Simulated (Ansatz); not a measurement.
Geometry optimisation, Ansatz 0.2.0, RKS LDA/6-31G*.

input.yaml

```yaml
crystal:
  periodic: [false, false, false]
  atoms:
    - { symbol: C, position_ang: [0.217, -1.2049, 2.4638] }
    - { symbol: C, position_ang: [-0.6484, -0.952, 1.5864] }
    - { symbol: O, position_ang: [-1.5992, -0.709, 0.5941] }
    - { symbol: Al, position_ang: [-0.9946, 0.1882, -0.9483] }
    - { symbol: C, position_ang: [0.8153, 0.7763, -1.2001] }
    - { symbol: H, position_ang: [0.8827, -1.3289, 3.2094] }
    - { symbol: H, position_ang: [-2.121, 0.4576, -2.0843] }
    - { symbol: H, position_ang: [1.529, -0.0773, -1.1505] }
    - { symbol: H, position_ang: [1.082, 1.5074, -0.3274] }
    - { symbol: H, position_ang: [0.9203, 1.2914, -2.1402] }
basis:
  gaussian: { orbitals: "6-31G*" }
hamiltonian:
  xc: lda
relax:
  f_tol: 0.02
  max_steps: 50
```

Command:

```bash
$ ansatz run input.yaml --threads 2 --pin off --max-ram 3072MiB --backend cpu --events-out ev --progress --plain --runs-dir out
```

Question: Where does it end, and by what steps?

Answer: The forces met the threshold. The force dipped under the threshold on the way, but the program's further checks kept it going. After 18 steps the energy has fallen by 0.710 eV; H8 moved furthest, 0.35 Å.

```tsv
step	energy less start (eV)	largest force component (eV/Å)	accepted
0	0.0000	5.076	yes
1	-0.6049	1.688	yes
2	-0.6904	0.371	yes
3	-0.6974	0.128	yes
4	-0.7037	0.105	yes
5	-0.7057	0.092	yes
6	-0.7079	0.015	yes
7	-0.7082	0.025	yes
8	-0.7083	0.025	yes
9	-0.7084	0.010	yes
10	-0.7085	0.012	yes
11	-0.7086	0.035	yes
12	-0.7088	0.045	yes
13	-0.7089	0.101	yes
14	-0.7093	0.073	yes
15	-0.7103	0.038	yes
16	-0.7009	0.472	no
17	-0.7090	0.211	no
18	-0.7105	0.012	yes
```

```xyz
10
Properties=species:S:1:pos:R:3
C 0.166 -1.217 2.374
C -0.589 -0.923 1.465
O -1.418 -0.632 0.520
Al -1.014 0.230 -0.949
C 0.816 0.804 -1.158
H 0.825 -1.475 3.183
H -2.292 0.390 -1.885
H 1.508 0.016 -0.809
H 1.017 1.696 -0.535
H 1.064 1.060 -2.203
```

Whether the end is a true minimum wasn't checked by a vibrational analysis.

Time of the run: 14 s on 2 threads of Intel(R) Xeon(R) Platinum 8488C (Sapphire Rapids), on a shared host, peak memory 0.14 GiB.
